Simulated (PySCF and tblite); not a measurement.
The numbers below are computed, except where a source is named.
C7H8O3S, numbered as in [CH3:1][O:2][S:3](=[O:4])(=[O:5])[c:6]1[cH:7][cH:8][cH:9][cH:10][cH:11]1. Level: PBE0-D3(BJ)/pcSseg-1 (IEF-PCM, chloroform)//GFN2-xTB, thermal terms from GFN2-xTB, symmetry numbers and mirror pairs counted. Conformers within 3 kcal/mol (GFN2-xTB free energy) were kept, 10 at most. GIAO shieldings: PBE0/pcSseg-1 (IEF-PCM, chloroform). Shifts are against TMS (¹H), TMS (¹³C) at the same level. Programs: PySCF with density fitting and tblite.

Torsions listed: C1–O2–S3–O4, O2–S3–C6–C7. Of a mirror pair one member is shown.

| conformer | shape | point group | mirror pair | ΔE(DFT) | Δ(G−E) at 150 K | δ C1 (ppm) |
| --- | --- | --- | --- | --- | --- | --- |
| 1 | 35°, -79° | C1 | yes | 0.00 | 0.00 | 55.0 |
| 2 | -65°, -89° | Cs | no | 0.71 | -0.37 | 50.1 |

Energies in kcal/mol; the thermal term leaves out symmetry numbers and mirror images.

(1) Work out the weights at 150 K and the ¹³C shift of C1 under fast exchange.

Answers

(1) RT = 0.298 kcal/mol. Each conformer gets RT ln(σ/g), with σ the rotational symmetry number and g = 2 for a mirror pair: 1: σ = 1, g = 2, G = 0.00 + 0.00 − 0.21 = -0.21, 0.00 above the lowest, exp(−ΔG/RT) = 1.000; 2: σ = 1, g = 1, G = 0.71 − 0.37 + 0.00 = 0.34, 0.54 above the lowest, exp(−ΔG/RT) = 0.162. The sum is 1.162, so the weights are 86.1, 13.9 %. The averaged shift is 54.3 ppm. At 298.15 K it is 53.7 ppm. At 298.15 K the leading conformer alone gives 55.0 ppm and bare DFT energies give 53.9 ppm.


Conformer gaps in pcSseg-1 on xTB geometries can be 2 kcal/mol off for S=O, P=O and other polar bonds.